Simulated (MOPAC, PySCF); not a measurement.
C2H8Sn, SMILES `C[CH2][SnH3]`, neutral singlet in the gas phase. 

Cartesian coordinates (Å):
SMILES: C[CH2][SnH3]
```xyz
11

C     -1.4414     0.3812     0.3328
C     -0.4558    -0.5889    -0.3201
Sn     1.6287     0.0150    -0.1086
H     -2.4845     0.0427     0.2072
H     -1.2604     0.4821     1.4156
H     -1.3718     1.3907    -0.1048
H     -0.6514    -0.6901    -1.3998
H     -0.5416    -1.5980     0.1142
H      1.8442     1.5968    -0.7596
H      2.6715    -1.0778    -0.9366
H      2.0625     0.0462     1.5596
```
Charge 0, multiplicity 1.

All levels are single points at this geometry (B3LYP-D3(BJ)/def2-SVP); Pople sets use spherical d functions. Orbital energies aren't observables, and empty levels follow the basis.

```json
[
 {"level": "ωB97X-D3(BJ)/def2-TZVP in PySCF", "HOMO (eV)": "-10.12", "LUMO (eV)": "1.96", "gap (eV)": "12.08", "dipole (D)": "0.90", "vertical IE, Delta-SCF (eV)": "9.94"},
 {"level": "BP86/6-31G* (LANL2DZ on Sn) in PySCF", "HOMO (eV)": "-6.66", "LUMO (eV)": "-0.08", "gap (eV)": "6.58", "dipole (D)": "0.97", "vertical IE, Delta-SCF (eV)": "–"},
 {"level": "M06-2X/6-31G* (LANL2DZ on Sn) in PySCF", "HOMO (eV)": "-8.83", "LUMO (eV)": "1.26", "gap (eV)": "10.09", "dipole (D)": "0.85", "vertical IE, Delta-SCF (eV)": "–"},
 {"level": "AM1 in MOPAC", "HOMO (eV)": "-9.51", "LUMO (eV)": "-0.13", "gap (eV)": "9.38", "dipole (D)": "0.21", "vertical IE, Delta-SCF (eV)": "–"},
 {"level": "PM3 in MOPAC", "HOMO (eV)": "-10.99", "LUMO (eV)": "-0.19", "gap (eV)": "10.80", "dipole (D)": "0.72", "vertical IE, Delta-SCF (eV)": "–"},
 {"level": "PM6 in MOPAC", "HOMO (eV)": "-9.90", "LUMO (eV)": "1.71", "gap (eV)": "11.61", "dipole (D)": "0.36", "vertical IE, Delta-SCF (eV)": "–"}
]
```
